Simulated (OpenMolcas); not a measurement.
Mn III: effect of the active space

```json
{"Program": "OpenMolcas 26.06", "Method": "XMS-CASPT2, IPEA 0.25 Eh, imaginary shift 0.1 Eh", "Basis": "ANO-RCC-VTZP", "Scalar Hamiltonian": "DKH2, point nucleus", "Spin-orbit coupling": "state interaction with AMFI integrals over the reference wave functions, term energies averaged over their components"}
```

A. 5 electrons in 5 orbitals (3d); 2S+1 = 6 even, 1 root; 2S+1 = 4 even, 24 roots; 2S+1 = 2 even, 75 roots; closed shells correlated: 3s 3p; CASPT2 step about 16 core-seconds
B. 5 electrons in 6 orbitals (3d 4s); 2S+1 = 6 even, 6 roots; 2S+1 = 4 even, 59 roots kept (CI in the orbitals of an earlier block); 2S+1 = 2 even, 97 roots kept (CI in the orbitals of an earlier block); closed shells correlated: 3s 3p; CASPT2 step about 50 core-seconds
C. 5 electrons in 10 orbitals (3d 4d); 2S+1 = 6 even, 1 root; 2S+1 = 4 even, 24 roots; 2S+1 = 2 even, 58 roots; closed shells correlated: 3s 3p; CASPT2 step about 13 core-minutes

Energies in eV above 3d⁵ ⁶S_5/2, the measured ground level; measured values from Corliss and Sugar, J. Phys. Chem. Ref. Data 6, 1253 (1977).

```tsv
Level	A	B	C	Measured
3d⁵ ⁶S_5/2	0.0000	0.0000	0.0000	0.0000
3d⁵ ⁴G_5/2	3.449	3.541	3.500	
3d⁵ ⁴G_7/2	3.451	3.544	3.503	
3d⁵ ⁴G_11/2	3.452	3.545	3.508	
3d⁵ ⁴G_9/2	3.452	3.545	3.506	
3d⁵ ⁴P_5/2	3.726	3.841	3.843	3.6163
3d⁵ ⁴P_3/2	3.731	3.847	3.847	
3d⁵ ⁴P_1/2	3.736	3.854	3.852	
3d⁵ ⁴D_7/2	4.140	4.175	4.194	4.0056
3d⁵ ⁴D_1/2	4.145	4.182	4.195	4.0132
3d⁵ ⁴D_3/2	4.149	4.188	4.201	
3d⁵ ⁴D_5/2	4.149	4.189	4.203	4.0151
3d⁵ ²I_11/2	5.073	5.280	5.133	4.8570
3d⁵ ²I_13/2	5.078	5.287	5.140	4.8573
3d⁵ ²D_5/2(1)	5.324	5.505	5.431	5.1129
3d⁵ ²D_3/2(1)	5.362	5.538	5.466	5.1540
3d⁵ ²F_7/2(1)	5.516	5.711	5.630	
3d⁵ ⁴F_9/2	5.624	5.640	5.675	5.4024
3d⁵ ⁴F_7/2	5.627	5.641	5.675	
3d⁵ ⁴F_3/2	5.637	5.672	5.682	5.4150
3d⁵ ²H_9/2	6.026	6.215	6.112	5.7672
3d⁵ ²H_11/2	6.047	6.250	6.140	5.7864
3d⁵ ²F_5/2(2)	6.598	6.675	6.630	6.3235
3d⁵ ²F_7/2(2)	6.606	6.686	6.639	6.3306
```

Deviations, from unrounded energies. A percentage is the sum of absolute deviations over the sum of measured energies, with the sign that they share, or ± where signs differ.

| Against measurement | Levels | A | B | C |
| --- | --- | --- | --- | --- |
| mean absolute deviation (cm-1) | 14 | 1700 | 2600 | 2200 |
| other terms of the ground configuration (%) | 14 | +4.1 | +6.3 | +5.4 |

A lies closest to measurement on these levels and B furthest from it. The largest miss of A in the table is 3d⁵ ²F_7/2(2), by +2200 cm-1. The ranking rests on the paired levels alone, and a cruder setting can come out closer through cancelling errors.

The spin-orbit steps hold different terms of 3d⁵ (B lacks a ²D, ²P; C lacks a ²D, a ²G, ²P), which shifts levels as well.

Among A to C the level of the table that moves most is 3d⁵ ²I_13/2, by 1700 cm-1 (lowest in A, highest in B). Moves below CASPT2's spread within the term are not significant.

CASPT2 breaks the degeneracy within a term, and the mean is taken; among the terms shown or strongly mixed into the levels shown the widest spread is 1400 cm-1 (3d⁵ ²I, B). Over all roots computed the reference weight is 0.89 to 0.94 in B; the roots of lowest weight are the least certain, and an intruder state may touch them. The CASPT2 spread within a term exceeds the gap to the next term for 3d⁵ ²F(1) and 3d⁵ ⁴F, so the order of their levels is uncertain, and so are names and mixing where such terms share a J (figures for A; the like holds for B, C). Some levels mix across a computed gap that differs much from the measured one, so their mixing is not that of the real levels (holds for B; C). Terms from blocks run as CI alone lack orbitals of their own (holds for B). Active for correlation alone: 4d; no level in the range computed is led by a configuration that fills it, so any true level of that kind is missing (holds for C). Computed and measured levels are paired by configuration, term and J; levels that our copy of the source lacks, or whose pairing is in doubt (as where it misses far off the trend of its configuration), stay unpaired and out of the deviations. Only configurations of the active space appear. Levels that lie high or do not pair safely by name in every column are left out.

A number in round brackets counts repeated terms of one configuration in the order of the reference energies.
